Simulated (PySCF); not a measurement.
## Simulated characterisation data

- GFN2-xTB structure
- NMR shieldings at PBE0/pcSseg-1/GIAO
- code: PySCF 2.14.0 with density-fitted response routines
- relativity neglected, in vacuum, averaged over atoms made equivalent by symmetry, fast rotation or ring inversion, single conformer

References, each an isolated molecule treated in the same way: $^{1}$H (31.72 ppm) and $^{13}$C (186.93 ppm) against TMS. Splittings of carbon signals by F and P are missing where no couplings were computed. Where no couplings were computed, multiplicities follow the n + 1 count of equivalent neighbours, and m marks all less simple cases (inequivalent or close neighbours, rings, F or P nearby). Shifts are as computed. Against solution values, carbons near 30 ppm lie about +3 ppm off and those near 130 ppm about +5 ppm. Of 1309 compounds with measured shifts, 239 miss one by over three times the rms of a fit or turn the order of signals round; such compounds aren't used in these exercises. OH and NH positions are gas-phase values without hydrogen bonding to other molecules.

Compound 1 (C₄H₉FO₃Si). $^{1}$H NMR (500 MHz, computed): δ 4.75 (m, 2H), 4.52 (m, 2H), 4.39 (m, 2H), 2.18 (br s, 1H), 2.16 (m, 1H), 1.27 (m, 1H). $^{13}$C{$^{1}$H} NMR (computed): δ 80.9 (CH2), 68.9 (CH2), 35.9 (CH2). Structure: `InChI=1S/C4H9FO3Si/c5-4-9(6)7-2-1-3-8-9/h6H,1-4H2`.

Compound 2 (C₆H₁₀OSi). $^{1}$H NMR (500 MHz, computed): δ 7.47 (d, 1H), 5.00 (m, 2H), 4.77 (m, 2H), 3.79 (m, 1H), 3.15 (m, 2H), 1.20 (m, 2H). $^{13}$C{$^{1}$H} NMR (computed): δ 149.4, 135.6, 78.7, 46.9, 1.6. Structure: `C(=C1\C[SiH2]1)/C1COC1`.
